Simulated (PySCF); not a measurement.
# One molecule, many inputs

Molecule: SMILES c1c(C#C)pc(SC)o1, C₆H₅OPS; geometry GFN2-xTB.

Cartesian coordinates in Å; atom numbers follow the order of the lines, from 1:
```xyz
14

C     4.2672    0.0825    0.0352
C     3.0678    0.0408   -0.0103
C     1.6676   -0.0217   -0.1083
C     0.8060    0.2306    0.9157
O    -0.4966    0.1152    0.6170
C    -0.6628   -0.2345   -0.6666
S    -2.3066   -0.4263   -1.2321
C    -3.2257   -0.0452    0.2881
P     0.7748   -0.4475   -1.6017
H     5.3136    0.1236    0.0919
H     1.0297    0.5098    1.9295
H    -3.0035    0.9700    0.6024
H    -4.2758   -0.1420    0.0339
H    -2.9562   -0.7557    1.0634
```

All runs: PySCF, non-relativistic, gas phase unless a solvent (IEF-PCM) is named; grid level 2, GIAOs and SCF threshold 1e-9 unless changed. The yardstick, PBE0/pcSseg-1, gives these isotropic shieldings σ (ppm, equivalent atoms averaged): C6 -17.3, C4 29.1, C3 55.2, C1 92.4, O5 -3.6, S7 442.8, H11 23.59.

Question: What do these inputs give? (1) B97-D/6-31++G**; (2) PBE0/pcSseg-1

Answer: 
```tsv
run	outcome	functions	wall time	C6	C4	C3	C1	O5	S7	H11
1	converged	200	34 s	10.7	54.4	74.8	116.6	38.3	457.4	23.74
2	converged	192	21 s	-17.3	29.1	55.2	92.4	-3.6	443.0	23.60
```

Times are on 1 thread of an x86-64 server CPU, shared host.
